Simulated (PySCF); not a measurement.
All of these have the formula C2H10OSSi2. Computed with TDDFT PBE0/def2-SVPD, vertical, gas phase, core orbitals frozen in the response in PySCF. Geometries: GFN2-xTB; one conformer of each isolated species. Triplets are in the Tamm–Dancoff approximation.

A. `CO[SiH2]SC[SiH3]`
B. `[SiH3]CSCO[SiH3]`
C. `S[SiH2]CCO[SiH3]`

Lowest singlet levels (six at most, fewer where fewer were computed) with oscillator strengths:

1. 232 nm (f 0.015); 216 nm (f 0.025); 203 nm (f 0.020); 199 nm (f 0.005); 190 nm (f 0.007); 181 nm (f 0.006); T1 4.93 eV
2. 229 nm (f 0.001); 206 nm (f 0.030); 198 nm (f 0.051); 188 nm (f 0.011); 183 nm (f 0.001); 181 nm (f 0.007); T1 4.97 eV
3. 209 nm (f 0.019); 202 nm (f 0.016); 188 nm (f 0.001); 180 nm (f 0.001); 178 nm (f 0.005); 170 nm (f 0.019); T1 5.58 eV

Question: Which spectrum belongs to which structure?

Answer: 1 = B, 2 = A, 3 = C.
- A: S1 at 5.42 eV, HOMO→LUMO (91%); Löwdin shares by element: HOMO sulfur 64%, silicon 14%, carbon 13% or more; LUMO silicon 26%, sulfur 25%, carbon 12% or more (atoms not listed hold the other 38%); HOMO -6.83 and LUMO -0.08 eV.
- B: S1 at 5.35 eV, HOMO→LUMO (57%), HOMO→LUMO+1 (30%); Löwdin shares by element: HOMO sulfur 66%, carbon 18%, oxygen 4%; LUMO silicon 32% or more, hydrogen 18% or more, sulfur 16% (atoms not listed hold the other 35%); HOMO -6.58 and LUMO 0.03 eV.
- C: S1 at 5.93 eV, HOMO→LUMO (73%), HOMO→LUMO+2 (17%); Löwdin shares by element: HOMO sulfur 75%, silicon 10% or more, hydrogen 6% or more; LUMO silicon 33%, sulfur 14%, hydrogen 7% or more (atoms not listed hold the other 46%); HOMO -7.13 and LUMO -0.03 eV.
A and B have S1 within 0.07 eV of each other; their strongest listed levels stand at 6.27 eV (f 0.051) and 5.75 eV (f 0.025).

Without π bonds the low states are Rydberg-like; a valence basis with one diffuse set may place them up to an eV too high.
